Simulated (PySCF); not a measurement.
SMILES C[Si](O)(O)[CH2][GeH3] (C2H10GeO2Si) (GFN2-xTB optimised geometry):

```
16

Si     1.729    -0.356     1.609
C      1.142     1.434     1.869
O      3.346    -0.463     1.477
O      1.337    -1.279     2.902
C      1.018    -1.070     0.000
Ge    -0.937    -1.070     0.000
H      1.520     2.090     1.092
H      1.482     1.827     2.823
H      0.057     1.501     1.853
H      3.877    -0.518     2.266
H      0.421    -1.418     3.120
H      1.375    -0.498    -0.853
H      1.375    -2.090    -0.129
H     -1.511    -1.783    -1.189
H     -1.520     0.309     0.000
H     -1.502    -1.756     1.213
```

Level of theory: CAM-B3LYP/def2-TZVP (PySCF).

**Question.** What are the frontier orbital energies and the dipole moment?

**Answer.** HOMO-2 -10.69 eV, HOMO-1 -10.43 eV, HOMO -9.29 eV, LUMO 1.26 eV, LUMO+1 1.89 eV; dipole moment 0.96 D.

On the same geometry PBE/def2-TZVP run with PySCF gives HOMO-2 -7.72 eV, HOMO-1 -7.49 eV, HOMO -6.55 eV, LUMO -0.35 eV, LUMO+1 0.12 eV; dipole moment 0.87 D.

Meta-Löwdin charges at CAM-B3LYP/def2-TZVP: Si1 1.35, C2 -0.64, O3 -0.76, O4 -0.77, C5 -0.68, Ge6 0.37, H7 0.13, H8 0.13, H9 0.12, H10 0.36, H11 0.35, H12 0.14, H13 0.14, H14 -0.07, H15 -0.08, H16 -0.09.
